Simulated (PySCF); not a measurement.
Al(F)(Br)(Me) (CH3AlBrF), SMILES [CH3][Al]([F])[Br].

The structure is a stationary point at B3LYP-D3(BJ)/def2-SVP. The structure was generated by enumeration; whether it is a known compound was not checked.

Two levels are set side by side: PBE/def2-TZVP (PySCF) and r2SCAN/def2-TZVP (PySCF). Same geometry, gas phase. Differences are taken from unrounded values.

```json
[
 {"quantity": "orbital gap (eV)", "r2SCAN": "6.47", "PBE": "5.79", "PBE minus r2SCAN": "-0.68"},
 {"quantity": "highest occupied level (eV)", "r2SCAN": "-7.65", "PBE": "-7.32", "PBE minus r2SCAN": "0.33"},
 {"quantity": "lowest empty level (eV)", "r2SCAN": "-1.18", "PBE": "-1.53", "PBE minus r2SCAN": "-0.35"},
 {"quantity": "dipole moment (D)", "r2SCAN": "2.14", "PBE": "2.12", "PBE minus r2SCAN": "-0.02"},
 {"quantity": "mean polarisability (bohr³)", "r2SCAN": "54.7", "PBE": "56.9", "PBE minus r2SCAN": "2.2"}
]
```

Rough cost on one machine, each run with all the roots and properties that it gave: r2SCAN against PBE about 4 times.
